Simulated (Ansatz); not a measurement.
Geometry optimisation, Ansatz 0.2.0, RKS PBE0/def2-SVP.

Input:

```yaml
crystal:
  periodic: [false, false, false]
  atoms:
    - { symbol: F, position_ang: [-2.32347, 0.71544, -0.75807] }
    - { symbol: C, position_ang: [-1.23391, 1.50014, -0.45976] }
    - { symbol: Si, position_ang: [0.28884, 0.76558, 0.05087] }
    - { symbol: Si, position_ang: [0.77584, -1.4591, 0.31488] }
    - { symbol: H, position_ang: [-1.47784, 2.54427, -0.58837] }
    - { symbol: H, position_ang: [-0.19785, 1.63009, -0.14703] }
    - { symbol: H, position_ang: [1.87377, -1.85579, -0.57912] }
    - { symbol: H, position_ang: [1.20388, -1.73057, 1.69524] }
    - { symbol: H, position_ang: [-0.38625, -2.29427, 0.01949] }
basis:
  gaussian: { orbitals: def2-SVP }
hamiltonian:
  xc: pbe0
relax:
  f_tol: 0.02
  max_steps: 50
```

Command:

```bash
$ ansatz run input.yaml --threads 2 --pin off --max-ram 3072MiB --backend cpu --events-out ev --progress --plain --runs-dir out
```

Where does it end, and by what steps?

It converged. The force dipped under the threshold on the way, but the program's further checks kept it going. After 24 steps the energy has fallen by 8.884 eV; H6 moved furthest, 1.31 Å. The start is strongly strained (largest force component 23 eV/Å), so its close contacts needn't be bonds. Parted: C2–H6 (1.09 → 2.71 Å).

```csv
step,energy less start (eV),largest force component (eV/Å),accepted
0,0.0000,23.248,yes
1,-3.4876,10.265,yes
2,-4.9638,3.765,yes
3,-5.5882,1.691,yes
4,-6.5242,2.641,yes
5,-7.2395,1.438,yes
6,-7.5707,0.890,yes
7,-7.7749,0.888,yes
8,-8.0347,1.055,yes
9,-8.2382,1.238,yes
10,-8.4469,1.247,yes
11,-8.6522,1.102,yes
12,-8.7955,0.546,yes
13,-8.8459,0.288,yes
14,-8.8641,0.249,yes
15,-8.8443,0.603,no
16,-8.8772,0.081,yes
17,-8.8813,0.049,yes
18,-8.8823,0.031,yes
19,-8.8825,0.121,yes
20,-8.8827,0.090,yes
21,-8.8837,0.019,yes
22,-8.8839,0.025,yes
23,-8.8840,0.022,yes
24,-8.8841,0.019,yes
```

```xyz
9
Properties=species:S:1:pos:R:3
F -2.545 0.398 -0.479
C -1.537 1.267 -0.391
Si 0.118 0.833 -0.081
Si 0.736 -1.383 0.220
H -1.872 2.304 -0.539
H 1.056 1.985 -0.029
H 1.745 -1.795 -0.803
H 1.327 -1.592 1.578
H -0.504 -2.201 0.073
```

Run time: 49 s on 2 threads of Arm Neoverse V1, on a shared host, peak memory 0.17 GiB.
